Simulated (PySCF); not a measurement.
**Basis and Hamiltonian dependence of the excitation energy of O**

O [He] 2s2 2p4 (3P) → O [He] 2s1 2p5 (3P). Calculated with PySCF 2.14 from differences of total energies of unrestricted determinants, without spin-orbit coupling. Values in eV.

| basis | Hamiltonian | functions | UHF | PBE | PBE0 | MP2 (valence) | CCSD(T) (valence) | CCSD(T) (valence and next inner shell) |
| --- | --- | --- | --- | --- | --- | --- | --- | --- |
| aug-cc-pwCVDZ | non-relativistic | 27 | 16.943 | 14.583 | 15.229 | 16.098 | 15.271 | 15.278 |
| ANO-RCC-VTZP | spin-free X2C | 30 | 16.913 | 14.541 | 15.190 | 16.047 | 15.629 | 15.609 |
| x2c-QZVPPall | spin-free X2C | 57 | 16.903 | 14.537 | 15.185 | 16.049 | 15.678 | 15.641 |
| aug-cc-pwCVTZ | non-relativistic | 59 | 16.872 | 14.506 | 15.155 | 16.025 | 15.311 | 15.312 |
| aug-cc-pCVTZ-DK | spin-free X2C | 59 | 16.921 | 14.556 | 15.204 | 16.073 | 15.336 | 15.342 |
| aug-cc-pVTZ with one added diffuse shell each of s, p, d, f type | non-relativistic | 62 | 16.876 | 14.516 | 15.163 | 16.012 | 15.123 | n/a |
| dyall-v3z with one added diffuse shell each of s, p, d type | spin-free X2C | 64 | 16.895 | n/a | n/a | 16.070 | 15.311 | n/a |
| def2-QZVPPD | non-relativistic | 66 | 16.850 | 14.486 | 15.134 | 15.990 | 15.269 | 15.260 |
| x2c-QZVPPall with one added diffuse shell each of s, p, d, f type | spin-free X2C | 73 | 16.899 | 14.535 | 15.183 | 16.037 | 15.325 | 15.315 |
| dyall-acv3z | spin-free X2C | 76 | 16.896 | 14.531 | 15.179 | 16.066 | 15.289 | 15.315 |
| aug-cc-pVQZ-DK | spin-free X2C | 80 | 16.903 | 14.538 | 15.187 | 16.043 | 15.318 | n/a |
| aug-cc-pVQZ with one added diffuse shell each of s, p, d, f, g type | non-relativistic | 105 | 16.854 | 14.488 | 15.137 | 15.994 | n/a | n/a |
| aug-cc-pCVQZ-DK | spin-free X2C | 109 | 16.902 | 14.536 | 15.185 | 16.050 | n/a | n/a |
| aug-cc-pV5Z | non-relativistic | 127 | 16.848 | 14.481 | 15.130 | 15.994 | n/a | n/a |

Frozen in the all-electron rows: valence: 1s2; valence and next inner shell: nothing.

The upper state lies above the first ionisation limit, where it may autoionise and the basis confines it.
